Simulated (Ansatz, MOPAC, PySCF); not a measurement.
Torsion H4–N1–Ga2–N3 in GaH5N2 (SMILES [NH2][GaH][NH2]); at each angle all else is relaxed with GFN2-xTB, and the levels are single points there.
Geometry at 180° (charge 0, multiplicity 1):
```xyz
8

N      1.57495    -0.36337     0.26084
Ga     0.17730     0.62307     0.84136
N      0.31446     2.42140     0.94464
H      1.58890    -1.37050     0.17069
H      2.46580     0.01331    -0.03754
H     -1.12231    -0.06632     1.25366
H      1.13460     2.95597     0.68705
H     -0.41621     3.05208     1.24653
```

On the grid 0° to 330°, 240° is the highest and 180° the lowest point at MP2/CBS(cc-pVTZ, cc-pVQZ) + ΔCCSD(T)/cc-pVTZ.

Rows in 3-21G carry no dispersion term and start afresh at each structure; the Pople sets are all-electron and without relativity. The state that AM1 reach isn't checked.

Programs: Ansatz (Gaussian basis) for Hartree–Fock, density functionals and correlated methods; MOPAC for AM1 (differences of heats of formation); PySCF for 3-21G rows. Each number belongs to the level named beside it.

Task: Predict the energy at 240° less that at 180° from HF/3-21G.

Result: 39 kJ/mol

Task: Estimate the energy at 240° less that at 180° that AM1 returns for this input.

Result: 80 kJ/mol

Task: Estimate the energy at 240° less that at 180° that BLYP/def2-TZVPP returns for this input.

Result: 25 kJ/mol

Ansatz is a program for electronic structure.
